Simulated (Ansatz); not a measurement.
C₂H₃ClGe (`[Cl][GeH]1[CH]=[CH]1`), 7 atoms. Total charge 0; spin multiplicity 1. Correlated methods include outer-core shells of Ge, which these sets cover unevenly. Scalar relativity is left out up to krypton. All runs use 2 threads of an Arm Neoverse V1 on a shared host. Correlated methods freeze the cores.

(1) Give the basis size and wall time and peak host memory of each of these runs in Ansatz. direct RPA on PBE orbitals/def2-TZVPP energy; RHF-MP2/def2-QZVPP energy; RHF-CCSD(T)/def2-SVP energy; RKS PBE0-D4/def2-SVP energy; RKS B97M-V/def2-TZVPP energy; RKS LC-ωPBE/def2-TZVPP energy; RKS PBE0-D4/def2-QZVPP energy; RKS B3LYP-D4/def2-TZVPP energy and forces; RKS r2SCANh-D4/def2-TZVPP energy; RKS PBE0-D4/def2-TZVP relaxation (5 steps); RKS PBE0-D4/def2-TZVP frequencies; RKS ωB97M-V/def2-SVP energy. (An estimate is asked.)

Answers

(1) The calculation gave: Other jobs shared the machine, so times are rough.

| level | job | functions | wall time | peak host memory (GiB) |
| --- | --- | --- | --- | --- |
| RKS PBE0-D4/def2-SVP | energy | 93 | 1.6 s | 0.18 |
| RKS LC-ωPBE/def2-TZVPP | energy | 194 | 3.2 s | 0.3 |
| RHF-CCSD(T)/def2-SVP | energy | 93 | 4.9 s | 0.31 |
| direct RPA on PBE orbitals/def2-TZVPP | energy | 194 | 5.5 s | 0.41 |
| RKS B3LYP-D4/def2-TZVPP | energy and forces | 194 | 6 s | 0.48 |
| RKS ωB97M-V/def2-SVP | energy | 93 | 7 s | 0.27 |
| RKS r2SCANh-D4/def2-TZVPP | energy | 194 | 7 s | 0.47 |
| RKS PBE0-D4/def2-QZVPP | energy | 363 | 11 s | 1.2 |
| RKS B97M-V/def2-TZVPP | energy | 194 | 12 s | 0.29 |
| RHF-MP2/def2-QZVPP | energy | 363 | 23 s | 1.6 |
| RKS PBE0-D4/def2-TZVP | relaxation (5 steps) | 165 | 27 s | 0.41 |
| RKS PBE0-D4/def2-TZVP | frequencies | 165 | 2.3 min | 0.41 |

B3LYP here is the variant with VWN-RPA as its local correlation; programs differ in this. LC-ωPBE has ω = 0.4 bohr⁻¹.
